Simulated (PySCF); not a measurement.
Compound: C7H10F2Si.
SMILES with atom numbers: `[F:1][CH:2]([F:3])[C:4]1=[CH:5][SiH2:6][C@H:7]2[CH2:8][C@@H:9]1[CH2:10]2`

Structure used (GFN2-xTB), in Å, numbered top down from 1:
```xyz
20
C7H10F2Si angstrom
F      3.0484   -0.1811   -0.9262
C      2.5172    0.0702    0.3032
F      3.1514    1.1738    0.7647
C      1.0236    0.2476    0.2197
C      0.4064    1.3601    0.6094
Si    -1.4681    1.4497    0.4517
C     -1.7517   -0.2799   -0.2825
C     -0.7315   -0.4844   -1.4141
C      0.2753   -0.9280   -0.3363
C     -0.9351   -1.2843    0.5470
H      2.8049   -0.7745    0.9542
H      0.9909    2.1803    0.9994
H     -1.8758    2.5046   -0.4788
H     -2.1024    1.5826    1.7664
H     -2.7823   -0.5539   -0.5012
H     -0.4489    0.3820   -2.0097
H     -0.9977   -1.3066   -2.0769
H      0.9555   -1.7393   -0.6005
H     -1.2562   -2.3138    0.3930
H     -0.8290   -1.0945    1.6145
```

Probes without a nucleus sit at each ring's centroid and 1 Å off its mean plane on both sides; NICS is minus the shielding there, NICSzz its component along the normal. Level: GIAO PBE0/pcSseg-1 (PySCF, non-relativistic, gas phase) on the GFN2-xTB geometry, one conformer.

Ring bond lengths (Å), with Mayer bond orders in brackets: C4–C5 1.331 (1.90), C5–Si6 1.883 (0.88), Si6–C7 1.900 (0.88), C7–C8 1.537 (0.97), C8–C9 1.540 (0.96), C9–C4 1.500 (0.95); C7–C8 1.537 (0.97), C8–C9 1.540 (0.96), C9–C10 1.540 (0.96), C10–C7 1.537 (0.97).

Question: Give the NICS values of each ring in ppm.

Answer: 
```tsv
ring	type	NICS(0)	NICS(1), two faces	NICS(1)zz, two faces	rms pucker (Å)	centre to ring atoms, mean (Å)
C4–C5–Si6–C7–C8–C9	6-membered ring with Si; formal bonds 1 double, 5 single	1.1	-1.3 / -4.0	2.2 / -0.5	0.33	1.51
C7–C8–C9–C10	4-membered carbocycle; formal bonds all single	-0.8	1.0 / -0.7	-1.4 / 2.4	0.16	1.08
```

Question: What can be read from them?

Answer: 
- C4–C5–Si6–C7–C8–C9: mean NICS(1)zz 0.9 ppm, near zero. Si6, C7, C8, C9 have four or more neighbours; no verdict on aromaticity is drawn.
- C7–C8–C9–C10: mean NICS(1)zz 0.5 ppm, near zero. C7, C8, C9, C10 have four or more neighbours, so the value isn't read as a sign of a π ring current. The two faces differ by 3.8 ppm, so no symmetry operation interchanges them.

Hardware: one thread, Intel Xeon at 2.50 GHz (x86_64), no GPU, shared host. Cost: 2.8 min wall (grids of density and orbitals included), 1.1 GiB resident at most. This is the whole shielding run at PBE0/pcSseg-1, SCF included.
